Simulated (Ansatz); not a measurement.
`C=CC(F)S` and `CBC(F)S` differ in one atom or group.

Ansatz, PBE0-D4/def2-TZVP geometries, multiplicity 1. Each molecule was computed in one conformer, which needn't be the lowest.

```json
{"property": "HOMO–LUMO gap (PBE0/def2-TZVPP) / eV", "`C=CC(F)S`": "7.07"}
{"property": "LUMO energy (B3LYP/def2-TZVPP) / eV", "`C=CC(F)S`": "-0.58"}
{"property": "HOMO energy (PBE0/def2-TZVPP) / eV", "`C=CC(F)S`": "-7.41"}
{"property": "LUMO energy (PBE/def2-TZVPP) / eV", "`C=CC(F)S`": "-1.35"}
{"property": "LUMO energy (PBE0/def2-TZVPP) / eV", "`C=CC(F)S`": "-0.34"}
{"property": "HOMO energy (B3LYP/def2-TZVPP) / eV", "`C=CC(F)S`": "-7.17"}
```

(1) Give the same properties after the change, and the shifts. (An estimate is asked.)

Results:

(1) Ansatz gave: 
| property | `CBC(F)S` | shift |
| --- | --- | --- |
| HOMO–LUMO gap (PBE0/def2-TZVPP) / eV | 7.55 | 0.48 |
| LUMO energy (B3LYP/def2-TZVPP) / eV | -0.66 | -0.08 |
| HOMO energy (PBE0/def2-TZVPP) / eV | -7.94 | -0.53 |
| LUMO energy (PBE/def2-TZVPP) / eV | -1.37 | -0.02 |
| LUMO energy (PBE0/def2-TZVPP) / eV | -0.39 | -0.05 |
| HOMO energy (B3LYP/def2-TZVPP) / eV | -7.72 | -0.55 |

With PBE0 the HOMO falls by 0.53 eV and the LUMO falls by 0.05 eV, so the gap widens by about 0.48 eV. PBE moves the HOMO by -0.49 eV and ωB97M-V by -0.49 eV.

B3LYP here is the variant with VWN-RPA as its local correlation; programs differ in this.
